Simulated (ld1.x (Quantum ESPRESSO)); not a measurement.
# Dy, ultrasoft: configuration errors across variants

```json
{"Element": "Dy (Z = 66)", "Generator": "ld1.x (Quantum ESPRESSO) 7.5", "Type": "ultrasoft", "Functional": "LDA (PZ)", "Relativity": "fully relativistic", "Frozen core": "[Kr] 4d10 4f9", "Valence charge": "11", "Reference configuration": "5s2 5p6 5d1 6s1 6p1", "Partial waves": "5s (bound): rcut 1.65, rcutus 1.85 bohr; 6s (bound): rcut 1.65, rcutus 1.85 bohr; 5p (bound): rcut 2.20, rcutus 2.50 bohr; 6p (bound): rcut 2.20, rcutus 2.50 bohr; 5d (bound): rcut 2.05, rcutus 2.35 bohr; 5d channel at 1.75 Ry: rcut 2.05, rcutus 2.35 bohr", "Local potential": "all-electron potential smoothed inside 1.65 bohr (lloc = -1)", "Core correction": "none", "Augmentation charge": "PSQ, inside the norm-conserving radii"}
```

Open shells are filled in proportion to 2j + 1 (rel_dist='average').

All-electron excitation energies from the reference (eV): (1) 5s2 5p6 5d1 6s2 6p0 -3.093; (2) 5s2 5p6 5d1 6s1 6p0 3.961; (3) 5s2 5p6 5d1 6s0 6p0 16.672; (4) 5s2 5p5 5d1 6s2 6p0 30.964; (5) 5s2 5p6 5d2 6s1 6p0 -0.986; (6) 5s2 5p6 5d1.5 6s1.5 6p0 -2.080; (7) 5s2 5p6 5d0 6s2 6p0 2.961.

The overlap operator is not positive definite (basis up to 400 Ry) in “base”, “waves 5s (bound): rcut 1.14, rcutus 1.20 bohr; 6s (bound): rcut 1.14, rcutus 1.20 bohr”, “waves 5s (bound): rcut 1.26, rcutus 1.34 bohr; 6s (bound): rcut 1.26, rcutus 1.34 bohr”, “waves 5s (bound): rcut 1.50, rcutus 1.60 bohr; 6s (bound): rcut 1.50, rcutus 1.60 bohr”, “waves 5s (bound): rcut 1.65, rcutus 1.76 bohr; 6s (bound): rcut 1.65, rcutus 1.76 bohr”, “waves 5s (bound): rcut 1.65, rcutus 1.86 bohr; 6s (bound): rcut 1.65, rcutus 1.86 bohr”, “waves 5s (bound): rcut 1.65, rcutus 2.80 bohr; 6s (bound): rcut 1.65, rcutus 2.80 bohr”. Such files are unfit for use, however small their errors in these radial tests.

3 further variants failed, have other tests or too few solved ones, and are left out.

A true bound ghost makes a file unfit for plane-wave use even where its test errors are small: the radial tests pick states by their node count and pass the ghost by.

Errors AE − PS in meV (a dash: test not solved or not reliable):

```csv
change,(1),(2),(3),(4),(5),(6),(7),bound ghosts
base,-6.8,-3.6,+12,-132,-4.5,-6.0,-12,not determined (overlap not positive)
"waves 5s (bound): rcut 1.14, rcutus 1.20 bohr; 6s (bound): rcut 1.14, rcutus 1.20 bohr",-11,-8.2,+7.7,–,–,–,–,"s (p1/2, p3/2 not tested, overlap not positive)"
"waves 5s (bound): rcut 1.26, rcutus 1.34 bohr; 6s (bound): rcut 1.26, rcutus 1.34 bohr",-5.9,-4.7,+8.9,–,–,–,–,not determined (overlap not positive)
"waves 5s (bound): rcut 1.50, rcutus 1.60 bohr; 6s (bound): rcut 1.50, rcutus 1.60 bohr",-4.5,-2.7,+12,–,–,–,–,not determined (overlap not positive)
"waves 5s (bound): rcut 1.65, rcutus 1.76 bohr; 6s (bound): rcut 1.65, rcutus 1.76 bohr",-6.0,-3.6,+11,-144,-4.7,-5.9,-8.7,not determined (overlap not positive)
"waves 5s (bound): rcut 1.65, rcutus 1.86 bohr; 6s (bound): rcut 1.65, rcutus 1.86 bohr",-6.8,-3.6,+12,-132,-4.5,-6.0,-12,not determined (overlap not positive)
"waves 5s (bound): rcut 1.65, rcutus 2.80 bohr; 6s (bound): rcut 1.65, rcutus 2.80 bohr",–,–,–,–,–,–,–,not determined (overlap not positive)
```

Problem. Give the same row for: waves 5s (bound): rcut 1.65, rcutus 2.08 bohr; 6s (bound): rcut 1.65, rcutus 2.08 bohr.

Solution. -2.6, -2.5, +11, –, -4.8, -4.7, -2.4; bound ghosts: not determined (overlap not positive). Not counted: 5s2 5p5 5d1 6s2 6p0 (solver errors, printed error -583 eV). Its overlap operator is not positive definite in a basis up to 400 Ry (lowest eigenvalue p1/2 -0.26, p3/2 -0.18), so the file is unfit for use: the generalised eigenproblem breaks down once the basis is large enough, and its test numbers describe a broken file.
